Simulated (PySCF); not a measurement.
A PySCF script (with the pyscf-properties extension) for the NMR shieldings of SMILES C[C@@H](Cl)C[SiH2]F, C₃H₈ClFSi, on a GFN2-xTB geometry:

```python
import basis_set_exchange as bse
import numpy as np
from pyscf import gto, dft
from pyscf.prop import nmr

atoms = """
C    -2.079785    0.103766   -0.212041
C    -0.703009   -0.438862    0.123243
Cl   -0.307104   -1.769843   -1.018931
C     0.394369    0.606250    0.042149
Si    2.138021   -0.151862    0.146923
F     3.091231    1.037599    0.681275
H    -2.830988   -0.679774   -0.145596
H    -2.091412    0.511496   -1.220375
H    -2.337354    0.896272    0.488202
H    -0.708751   -0.909388    1.109835
H     0.242594    1.325122    0.850403
H     0.285912    1.160410   -0.892746
H     2.221167   -1.178490    1.174163
H     2.684430   -0.513169   -1.148672
"""
names = dict.fromkeys(["C", "Cl", "Si", "F", "H"], "pcSseg-1")
basis = {el: gto.basis.parse(bse.get_basis(n, elements=[el], fmt="nwchem")) for el, n in names.items()}
mol = gto.M(atom=atoms, basis=basis, charge=0, verbose=0)
mf = dft.RKS(mol, xc="PBE0")
mf.grids.level = 2
mf.grids.alignment = dft.numint.BLKSIZE   # the property module wants whole blocks of grid points
mf.conv_tol = 1e-9
mf.kernel()

calc = nmr.RKS(mf)   # GIAO
C = mf.mo_coeff
Co = C[:, mf.mo_occ > 0]
resp = mf.gen_response(singlet=True, hermi=2)
def vind(x):   # induced exchange potential for any number of trial vectors
    d = np.einsum("pi,xij,qj->xpq", C, 2 * x.reshape(-1, C.shape[1], Co.shape[1]), Co, optimize=True)
    return np.einsum("xpq,pi,qj->xij", resp(d - d.transpose(0, 2, 1)), C, Co, optimize=True).ravel()
mo1, _ = nmr.rhf.solve_mo1(calc, with_cphf=vind)
sigma = calc.kernel(mo1)
for i, s in enumerate(sigma):   # ppm
    w = np.linalg.eigvalsh((s + s.T) / 2)
    print("%2d %-2s iso %8.1f  s11 %8.1f  s22 %8.1f  s33 %8.1f" % (i, mol.atom_pure_symbol(i), w.mean(), *w))
```

Q: Give the expected output.

A: 
```
 0 C  iso    155.0  s11    135.3  s22    145.0  s33    184.8
 1 C  iso    126.1  s11     94.2  s22    122.8  s33    161.2
 2 Cl iso    758.8  s11    566.9  s22    672.8  s33   1036.8
 3 C  iso    156.0  s11    126.6  s22    153.3  s33    188.1
 4 Si iso    348.7  s11    311.8  s22    334.8  s33    399.6
 5 F  iso    388.1  s11    363.9  s22    385.0  s33    415.4
 6 H  iso     29.9  s11     25.6  s22     27.7  s33     36.6
 7 H  iso     30.2  s11     27.2  s22     28.7  s33     34.8
 8 H  iso     30.3  s11     25.9  s22     27.7  s33     37.3
 9 H  iso     27.5  s11     24.7  s22     25.8  s33     32.0
10 H  iso     30.5  s11     25.6  s22     28.7  s33     37.0
11 H  iso     30.0  s11     27.0  s22     29.7  s33     33.2
12 H  iso     26.5  s11     22.5  s22     26.7  s33     30.4
13 H  iso     26.4  s11     22.2  s22     26.7  s33     30.5
```

These numbers come from an equivalent density-fitted implementation of the same equations, which agrees with the script to about 0.01 ppm for H and up to a few tenths of a ppm for heavy atoms, so last digits may differ.

Q: Turn these shieldings into chemical shifts. δ = σ(ref) − σ, references computed at the same level: $^{13}$C (σref 186.93) and $^{29}$Si (σref 349.16) and $^{1}$H (σref 31.72) vs TMS; $^{35}$Cl (σref 949.78) vs HCl; $^{19}$F (σref 170.95) against CFCl3.

A: Averaging equivalent atoms: C 1: 60.8; C 0: 31.9; C 3: 30.9; Cl 2: 191; Si 4: 0.4; F 5: -217.2; H 13: 5.27; H 12: 5.17; H 9: 4.22; H 11: 1.76; H 6/7/8: 1.55; H 10: 1.26 ppm. Unscaled 19F shifts against computed CFCl3 carry errors that often reach 10 to 50 ppm.

Size and cost of the density-fitted run: 156 basis functions, 17 s wall time on 1 thread of an Arm Neoverse V2, shared host; peak memory 0.72 GiB.
